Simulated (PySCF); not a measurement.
A geometry optimisation on `S1CO[SiH2]SC1`.

Computed with PBE0-D3(BJ)/def2-SVP geometry optimisation, gas phase (PySCF 2.14.0). Start geometry: GFN2-xTB. The command runs a driver script over a list of jobs; the input below is this job's line of settings and its coordinates in Å.

Command:
```bash
OMP_NUM_THREADS=1 python probes_run.py task.json out
```

Input:
```
{"job": {"xc": "PBE0", "basis": "def2-SVP", "d3": "d3bj", "grid": 1, "shake": 0.01, "kind": "geom"}, "charge": 0, "multiplicity": 1}
C     -1.160220    -0.937940     0.293090
O     -1.386060     0.437960     0.164230
Si    -0.424540     1.590820    -0.443510
S      1.655250     1.211490     0.187720
C      1.547630    -0.625020     0.200810
S      0.279280    -1.327860     1.290260
H     -1.049150    -1.392570    -0.689390
H     -2.018440    -1.342810     0.807940
H     -0.410430     1.533880    -1.873890
H     -0.897240     2.769110     0.244640
H      1.388400    -0.990880    -0.792410
H      2.515220    -0.954470     0.601470
```

Output:
```
step   0  E = -1239.94131634  max force = 0.034544
step   1  E = -1239.95011609  max force = 0.004650
step   2  E = -1239.95068027  max force = 0.002405
step   3  E = -1239.95100516  max force = 0.002862
step   4  E = -1239.95119945  max force = 0.002233
step   5  E = -1239.95133490  max force = 0.001349
step   6  E = -1239.95137556  max force = 0.000584
step   7  E = -1239.95138516  max force = 0.000119
optimisation converged
```

Energies in Eh; «max force» is the largest Cartesian gradient component in Eh/bohr.

Question: Give the first gradient maximum in eV/Å.

Answer: With 1 Eh/bohr = 51.422 eV/Å, 1.776 eV/Å.

Question: How much energy does the optimisation release, in kJ/mol?

Answer: E(step 0) − E(last step) = 0.010069 Eh, which is 26.4 kJ/mol.

Main results: final energy -1239.95139 Eh after 7 steps; dipole 1.97 D.

The run took 50 s wall on one thread, Arm Neoverse V2 (aarch64), no GPU, shared host with 48 logical CPUs at a one-minute load of 29, and the process peaked at 0.50 GiB of memory.
Labels such as C1 count atoms from 1, the log's own numbers from 0.
